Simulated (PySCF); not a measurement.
# Cost of excited-state runs on SMILES C=C(Br)CC#CC(=O)O, C6H5BrO2

Cartesian coordinates in Å; atom numbers follow the order of the lines, from 1:
```xyz
14

C     2.7190    0.8276    0.6058
C     1.8724   -0.1800    0.5187
Br    1.6568   -1.3927    1.9840
C     1.0035   -0.4972   -0.6645
C    -0.3942   -0.3381   -0.3276
C    -1.5339   -0.1967    0.0289
C    -2.9271   -0.0723    0.3627
O    -3.8303   -0.4786   -0.3193
O    -3.1003    0.5559    1.5324
H     3.3137    1.0020    1.4850
H     2.8453    1.5172   -0.2118
H     1.2520    0.1687   -1.4954
H     1.1677   -1.5325   -0.9823
H    -4.0455    0.6162    1.7414
```

PySCF with density fitting, on 1 thread of an Arm Neoverse N1, shared host. Command: `OMP_NUM_THREADS=1 python excited_run.py task.json out`

How long does each of these runs take, and how much memory?
- magnetisability and related constants, B97-2/pcSseg-1; writes grids
- magnetisability and related constants, wB97X-D/6-31G; IEF-PCM chloroform


```
                                  run           level  basis functions  wall time  peak memory (GiB)
magnetisability and related constants  B97-2/pcSseg-1              202       78 s                  1
magnetisability and related constants   wB97X-D/6-31G              109       47 s               0.85
```
Times from a shared host are rough.
